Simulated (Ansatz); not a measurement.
Saddle point of SiH$_{2}$Cl$_{4}$O, closed shell (SiCl₄ ([Cl][Si]([Cl])([Cl])[Cl]) + H₂O → SiHCl₃O ([OH][Si]([Cl])([Cl])[Cl]) + HCl; bonds formed: Si1–O7, Cl2–H6; bonds broken: Si1–Cl2, H6–O7), PBE0-D4/def2-TZVP structure:

Si1  (-0.171, 0.540, -0.288)
Cl2  (1.423, -1.205, -1.197)
Cl3  (-1.442, 0.060, -1.791)
Cl4  (-1.486, 1.541, 0.991)
Cl5  (1.227, 1.960, -0.612)
H6  (0.761, -1.349, 0.338)
O7  (0.182, -0.655, 0.955)
H8  (-0.495, -0.891, 1.604)
(Å)

Energies are electronic, without zero-point energy. Barriers and step energies count from the start structure reached by relaxing down the imaginary mode; all methods use the PBE0-D4 structures, on which another method's saddle can fall below an end. Computed with Ansatz 0.2.0 (basis: def2-TZVPP, with def2-QZVPP for the basis limit); correlated methods freeze the cores. B3LYP uses VWN-RPA correlation. Extrapolation: Hartree–Fock as exp(−7.88 √X), correlation as X^−2.97.

```tsv
method	barrier (eV)	step energy (eV)
SPW92	0.414	-0.288
PBE-D4	0.884	-0.175
BLYP-D4	1.030	-0.238
r2SCAN-D4	0.931	-0.241
B97M-V	1.100	-0.247
PBE0-D4	0.982	-0.195
B3LYP-D4	1.088	-0.255
r2SCAN0-D4	?	-0.246
BHLYP-D4	1.199	-0.277
CAM-B3LYP-D4	1.054	-0.320
wB97X-V	?	-0.236
wB97M-V	1.029	-0.218
B2PLYP	1.120	-0.297
PBE-QIDH	1.046	-0.240
RPA on PBE	?	-0.287
HF	1.617	-0.365
MP2	1.093	-0.238
CCSD	1.242	-0.306
CCSD(T)	1.154	-0.288
```

Q: Fill in the withheld barriers. (To be estimated.)

A: Computed: r2SCAN0-D4 0.996; RPA on PBE 1.192; wB97X-V 1.084 eV. Each is the energy of the saddle less that of the start structure, by the same method.

For comparison, the barrier by CCSD(T) at an estimated basis limit (MP2 extrapolated from triple and quadruple zeta, plus CCSD(T) − MP2 in triple zeta) is 1.099 eV.

T1 diagnostic: at most 0.010.

The step is the kind of ligand exchange by which a precursor binds to a hydroxyl group, or is hydrolysed, in atomic layer deposition of oxides.

Labels in which every atom is bracketed show which atoms are joined, not bond orders.

For scale, one of the runs: CCSD(T)/def2-TZVPP, 269 basis functions, launched by `ansatz run in.yaml --threads 8 --pin off --events-out ev --progress --plain --max-ram 19148MiB`. Hardware: 8 CPU threads of an INTEL XEON PLATINUM 8581C, shared host. Wall time 67 s; peak host memory 6.3 GiB.
